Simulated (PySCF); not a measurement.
# Structure elucidation problem

Molecular formula: C₅H₈F₃P. Simulated spectra:

¹H NMR (400 MHz, computed): δ 5.93 (m, 1H), 5.41 (m, 1H), 2.24 (m, 3H), 1.60 (m, 3H).

¹³C{¹H} NMR (computed): δ 155.0, 141.8, 126.3, 25.6, 10.1.

Calculated, not measured (PySCF): geometry: GFN2-xTB, σ from GIAO-PBE0/pcSseg-1. One computed conformer, equivalent nuclei averaged, relativity neglected, isolated molecule.

References, each an isolated molecule treated in the same way: TMS for ¹H (31.72 ppm) and ¹³C (186.93 ppm).

Task: Which of these isomers gave the spectra?
A. C=C(C)P(C)C(F)(F)F
B. CC(C)/C=P\C(F)(F)F
C. C/C=P/CCC(F)(F)F
D. CC1CP(C(F)(F)F)C1

Result: A. 

1. 5 carbon signals for 5 carbons: no two carbons are equivalent.
2. Carbon types of the structure: 2 × C, 1 × CH2, 2 × CH3, which accounts for all hydrogens.
3. δC 155.0: fully substituted alkene carbon; an sp2 carbon of a C=C bond.
4. δC 141.8: CF3 carbon; 3 electronegative neighbours deshield it.
5. δC 126.3: terminal =CH2 carbon; the olefinic region.
6. δC 25.6: allylic methyl carbon; a saturated carbon with 1 carbon neighbour and no heteroatom attached.
7. δH 2.24: hydrogen on an allylic methyl carbon; allylic position.

The others: C/C=P/CCC(F)(F)F has carbons computed at 202.7, 136.2, 40.0, 26.4, 25.9, with a different DEPT pattern; CC1CP(C(F)(F)F)C1 would give 4 carbon signals, not 5; CC(C)/C=P\C(F)(F)F would give 4 carbon signals, not 5.

Splittings by ¹⁹F and ³¹P in the carbon and heteronuclear signals aren't shown, as no couplings were computed. Shifts are as computed. Against solution values, carbons near 30 ppm lie about +3 ppm off and those near 130 ppm about +5 ppm. Of 1211 compounds with measured shifts, 218 miss one by over three times the rms of a fit or turn the order of signals round; such compounds aren't used in these exercises. Multiplicities follow the n + 1 count of equivalent neighbours, as no J values were calculated; m marks all less simple cases, F and P coupling included.
